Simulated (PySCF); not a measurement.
# Correlation energy of Sc⁺ (scandium, charge +1)

[Ar] 3d1 4p1, one real determinant (an excited configuration). Calculation: PySCF 2.14, in ANO-RCC-VTZP; scalar relativity by spin-free X2C-1e. Frozen: [Ne]; 10 electrons correlated.

| level | correlation energy (mhartree) |
| --- | --- |
| CCSD | -295.38 |
| (T) | -6.98 |
| CCSD(T) | -302.36 |

Diagnostics: T1 = 0.0086, D1 = 0.0350, largest double amplitude 0.026.

Q: Is a single reference adequate?

A: Yes: T1 lies below 0.03 and no double amplitude reaches 0.07.

The basis was made for the ground configuration and has no added diffuse functions, which can raise the energy of the promoted electron.

The reference is one real determinant that mixes LS terms of this configuration.
